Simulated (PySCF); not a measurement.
**Deuteron quadrupole couplings in `N#CC[Si@H](N)N[SiH3]`**

Species: C₂H₉N₃Si₂.
Cartesian coordinates in Å at the GFN2-xTB level; atoms count from 1:
```xyz
16
C2H9N3Si2 angstrom
N     -3.7252   -1.0020    0.1741
C     -2.5904   -1.1058    0.0535
C     -1.1758   -1.1696   -0.0801
Si    -0.3938    0.4538    0.5755
N     -1.1543    1.7070   -0.3256
N      1.2774    0.5202    0.1427
Si     2.6165   -0.3549    0.8022
H     -0.8011   -2.0250    0.4806
H     -0.9258   -1.3107   -1.1317
H     -0.5323    0.4815    2.0378
H     -0.8740    2.6615   -0.1687
H     -2.1546    1.6598   -0.4378
H      1.5095    1.2601   -0.4976
H      2.9401    0.1257    2.1500
H      2.2468   -1.7697    0.8661
H      3.7294   -0.1233   -0.1174
```

Level: PBE0/pcSseg-1 (PySCF, non-relativistic); Q(2H) = 0.00286 b; rigid geometry, the same for H and D, with no vibrational averaging.

Problem. Rank these positions by the coupling χzz of a deuteron there, largest first.
A. H11 (N–H hydrogen)
B. H8 (methylene hydrogen)
C. H12 (N–H hydrogen)
D. H14 (Si–H hydrogen)
E. H13 (N–H hydrogen)

Solution. E (294 kHz), A (289 kHz), C (284 kHz), B (210 kHz), D (106 kHz).

Problem. What are Vzz, η and χzz (234.96 MHz × Q × Vzz) at all hydrogens?

Solution. 
| atom | bonded to | bond length (Å) | Vzz (au) | η | χzz (kHz) |
| --- | --- | --- | --- | --- | --- |
| H8 | C3 | 1.089 | 0.3123 | 0.05 | 210 |
| H9 | C3 | 1.090 | 0.3103 | 0.06 | 209 |
| H10 | Si4 | 1.469 | 0.1541 | 0.01 | 104 |
| H11 | N5 | 1.007 | 0.4296 | 0.16 | 289 |
| H12 | N5 | 1.008 | 0.4220 | 0.17 | 284 |
| H13 | N6 | 1.006 | 0.4382 | 0.15 | 294 |
| H14 | Si7 | 1.467 | 0.1578 | 0.02 | 106 |
| H15 | Si7 | 1.464 | 0.1604 | 0.05 | 108 |
| H16 | Si7 | 1.462 | 0.1616 | 0.04 | 109 |

Problem. Average by the element that carries the hydrogen.

Solution. on C: 209 kHz over 2 positions, mean bond length 1.090 Å; on Si: 106 kHz over 4 positions, mean bond length 1.465 Å; on N: 289 kHz over 3 positions, mean bond length 1.007 Å.

One conformer (not necessarily the lowest) at the GFN2-xTB geometry, without solvent, vibrations or thermal averaging. GFN2-xTB bond lengths can be off by several hundredths of an ångström, more for odd bonds, and the gradients follow them. A larger basis could move these couplings by a tenth or more.
